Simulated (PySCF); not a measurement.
First SCF of a structure search on singlet [PSe2]-, at a hand-made bent geometry. PySCF input:

```python
from pyscf import gto, scf, dft
mol = gto.M(atom='''
P      0.000000     0.000000     0.000000
Se     1.712000     0.000000     1.198800
Se    -1.712000     0.000000     1.198800''',
    basis={'P': 'def2-TZVPD', 'Se': 'def2-TZVPD'},
    charge=-1, spin=0)
mf = dft.RKS(mol, xc='PBE0')
mf.grids.atom_grid = (50, 194)
aux = {'P': 'def2-universal-JKFIT', 'Se': 'def2-universal-JKFIT'}
mf = mf.density_fit(auxbasis=aux)
mf.conv_tol = 1e-08
mf.diis_space = 10
mf.max_cycle = 60
mf.init_guess = 'minao'
mf.verbose = 4
mf.kernel()
```

Excerpt of the output (cycles and frontier levels):

```
init E= -5142.36473858814
  HOMO = -0.244885582422908  LUMO = -0.153274011271815  gap/eV = 2.49288
cycle= 1 E= -5143.8592636044  delta_E= -1.49  |g|= 0.407  |ddm|= 1.98
  HOMO = 0.00148843909940588  LUMO = 0.0910949941557355  gap/eV = 2.43832
cycle= 2 E= -5143.85454905029  delta_E= 0.00471  |g|= 0.36  |ddm|= 0.926
  HOMO = -0.0448586537656144  LUMO = 0.0798844398732381  gap/eV = 3.39443
cycle= 3 E= -5143.88720642661  delta_E= -0.0327  |g|= 0.212  |ddm|= 0.501
  HOMO = -0.0529366578940645  LUMO = 0.0667970379003897  gap/eV = 3.25812
cycle= 4 E= -5143.89925355449  delta_E= -0.012  |g|= 0.0288  |ddm|= 0.17
  HOMO = -0.0513121754391299  LUMO = 0.0689604882297203  gap/eV = 3.27279
cycle= 5 E= -5143.89947302201  delta_E= -0.000219  |g|= 0.00753  |ddm|= 0.0307
  HOMO = -0.0526931167380178  LUMO = 0.0676833206017253  gap/eV = 3.27561
cycle= 6 E= -5143.89949100326  delta_E= -1.8e-05  |g|= 0.0015  |ddm|= 0.00927
  HOMO = -0.0526242833982101  LUMO = 0.0678747256977701  gap/eV = 3.27895
cycle= 7 E= -5143.89949175458  delta_E= -7.51e-07  |g|= 0.000155  |ddm|= 0.00186
  HOMO = -0.0526531429997669  LUMO = 0.0678492324489159  gap/eV = 3.27904
cycle= 8 E= -5143.89949176242  delta_E= -7.84e-09  |g|= 5.68e-05  |ddm|= 0.00032
  HOMO = -0.052638834941215  LUMO = 0.0678556585564216  gap/eV = 3.27882
Extra cycle  E= -5143.89949176244  delta_E= -2.55e-11  |g|= 7.16e-05  |ddm|= 0.00014
converged SCF energy = -5143.89949176244
```

No lower solution of this spin was found by a stability analysis within the restricted form, which does not test spin polarisation.

The search for the lowest solution, with the stability check, took 18 s on 2 threads of a shared Arm Neoverse V1 host, with 157 basis functions; the process peaked at 0.45 GiB. Launch command: `OMP_NUM_THREADS=2 python axn.py task.json out`.
